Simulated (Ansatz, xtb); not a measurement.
## C4H4FOP: which of two isomers lies lower

Structure a: `CC1=PC=C(F)O1`, a singlet. Structure b: `CC1=CP=C(F)O1`, a singlet. Both are isolated molecules in the gas phase, relaxed with r2SCAN-D4/def2-SVP.

Energies in hartree; the thermal terms are from GFN2-xTB frequencies at re-optimised GFN2-xTB minima (ideal gas, soft modes damped towards free rotors, one conformer each, 298.15 K, 1 atm) and include the zero-point energy:

|  | a | b |
| --- | --- | --- |
| E, CCSD(T)/def2-SVP | −669.520945 | −669.519831 |
| E, MP2/def2-SVP | −669.444757 | −669.443185 |
| E, MP2/def2-TZVPP | −670.206994 | −670.206213 |
| zero-point energy | 0.072178 | 0.072282 |
| H(298 K) − E | 0.079808 | 0.079979 |
| G(298 K) − E | 0.041049 | 0.040924 |

Q: Correct the CCSD(T) difference for the basis set by the MP2 change, then work out ΔE, ΔE₀, ΔH and ΔG for a → b in kJ/mol (1 Eh = 2625.50 kJ/mol) and the equilibrium ratio [b]/[a].

A: 1. Differences b − a: CCSD(T) +0.001114, MP2 in the small set +0.001572, MP2 in the large set +0.000781 Eh.
2. ΔE = +0.001114 + (+0.000781 − (+0.001572)) = +0.000323 Eh = +0.85 kJ/mol.
3. ΔE₀ = ΔE + ΔZPE = +0.000323 + (+0.000104) Eh = +1.12 kJ/mol.
4. ΔH = ΔE + (+0.000171) Eh = +1.30 kJ/mol.
5. ΔG = ΔE + (−0.000125) Eh = +0.52 kJ/mol, so ΔS = (ΔH − ΔG)/T = +2.6 J/(mol K).
6. kT = 0.9442 mEh, so K = [b]/[a] = exp(−ΔG/kT) = exp(−0.21) ≈ 0.81.

The two are too close for this level to say which is favoured. An error of 4 kJ/mol in ΔG would change K by a factor of 5. Mirror images and further conformers aren't counted.

As drawn, both hold the same kinds of bond in the same numbers.

Other levels gave ΔE = −1.5 (GFN2-xTB); −18.7 (HF/STO-3G, GFN2-xTB geometries); −3.3 (r2SCAN-D4/def2-SVP//GFN2-xTB); +2.5 (r2SCAN-D4/def2-SVP); +5.1 (HF/def2-SVP); +4.1 (MP2/def2-SVP); +2.9 (CCSD(T)/def2-SVP) kJ/mol. The correlated steps freeze 11 core orbitals. Programs: Ansatz 0.2.0, xtb 6.7.1.
